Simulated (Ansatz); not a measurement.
Gas-phase electronic energies from Ansatz, PBE0-D4/def2-TZVP geometries. CCSD(T)/CBS adds triple-zeta CCSD(T) − MP2 to the extrapolated MP2 energy (def2 sets, frozen cores). This one scheme is used for every species. Each species was taken in one conformer, which may not be the lowest.

Consider the substitution at a C–C bond: `CC[SiH2]O` + CH₃SH → `CSC[SiH2]O` + CH₄.

| level | ΔE (kcal/mol) |
| --- | --- |
| HF/def2-TZVPP | 0.0 |
| SCS-MP2/def2-QZVPP | -3.7 |

What does CCSD(T)/CBS give? (Best estimate.)

Ansatz gave: -4.0 kcal/mol. The listed levels differ from it by 4.0, 0.3 kcal/mol.

Largest T1 diagnostic among the species: 0.011.

At CCSD(T), def2-SVP lies +2.7 kcal/mol from the extrapolated value and def2-TZVPP +0.8 kcal/mol. From BLYP to BHLYP (50 % exact exchange), in def2-TZVPP and without D4, ΔE moves by +0.9 kcal/mol. In def2-TZVPP, CCSD(T) changes the Hartree–Fock value by −3.2 kcal/mol (the triples alone add −1.0 kcal/mol) and MP2 by −4.3 kcal/mol.
